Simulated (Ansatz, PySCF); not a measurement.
HO₂, SMILES [O]O (connectivity only; charge and spin as stated), charge -1, multiplicity 1. Atoms are numbered in the order given.

```xyz
3

O      0.0175     0.8129     0.0000
O     -0.1215    -0.6907     0.0000
H      0.8102    -0.9358     0.0000
```
Charge -1, spin multiplicity 1.

Coordinates come from a B3LYP-D3(BJ)/def2-TZVPD optimisation. The spin state was assumed, not searched. The isomer is the one that the SMILES or the coordinates give; other isomers of the formula were not compared.

Two levels are set side by side: PBE-D3(BJ)/def2-TZVPD (Ansatz, an electronic-structure program) and B3LYP-D3(BJ)/def2-TZVPD (Ansatz). Each level has its own optimised geometry; the coordinates shown are those of the second. Frequencies come from the Hessian of PySCF at each geometry. Differences are taken from unrounded values.

| quantity | B3LYP-D3(BJ) | PBE-D3(BJ) | PBE-D3(BJ) minus B3LYP-D3(BJ) |
|---|---|---|---|
| mean bond length (Å) | 1.237 | 1.246 | 0.009 |
| bond O1–O2 (Å) | 1.510 | 1.519 | 0.009 |
| bond O2–H3 (Å) | 0.963 | 0.973 | 0.010 |
| highest harmonic wavenumber (cm⁻¹) | 3749 | 3624 | -124 |
| mean harmonic wavenumber (cm⁻¹) | 1894 | 1822 | -72 |
| zero-point energy (kcal/mol) | 8.12 | 7.81 | -0.31 |

Exact exchange shortens and stiffens bonds; PBE has none. Differences between two approximate levels are no errors against the true value.
